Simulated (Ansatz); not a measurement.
Computed with Ansatz on PBE0-D4/def2-TZVP structures; ΔE is electronic, products minus reactants. CBS: MP2 limit from def2 TZ/QZ plus the TZ coupled-cluster correction, frozen cores. This one scheme is used for every species. Functionals use def2-TZVPP. One conformer a species, not always the lowest.

`N[Si@H](F)N[Si@H](N)F` + H₂ → `N[SiH2]N[SiH](N)F` + H–F  (hydrogenolysis of the Si–F bond)

Q: Is it downhill or uphill in electronic energy at CCSD(T)/CBS, and by how much? (Estimate.)

A: Computed: Uphill: ΔE = +143.2 kJ/mol.

Q: What do these levels give: r2SCAN-D4, PBE0-D4, ωB97X-V, PBE, r2SCAN, PBE0, HF/def2-TZVPP, HF/def2-QZVPP, MP2/def2-QZVPP, SCS-MP2/def2-QZVPP, HF/CBS(def2), MP2/CBS(def2)? (Estimate.)

A: The calculation gave: r2SCAN-D4 152.5, PBE0-D4 137.5, ωB97X-V 145.4, PBE 135.7, r2SCAN 151.9, PBE0 135.8, HF/def2-TZVPP 145.3, HF/def2-QZVPP 146.9, MP2/def2-QZVPP 146.7, SCS-MP2/def2-QZVPP 145.8, HF/CBS(def2) 147.2, MP2/CBS(def2) 146.5 kJ/mol.

Largest T1 diagnostic among the species: 0.011.

The D4 term adds +3.2 kJ/mol with B3LYP and +1.7 kJ/mol with PBE0; it sums over pairs of atoms, weighted by their polarisabilities, and B3LYP, whose exchange is more repulsive, gets the larger term.

B3LYP here is the variant with VWN-RPA as its local correlation; programs differ in this.
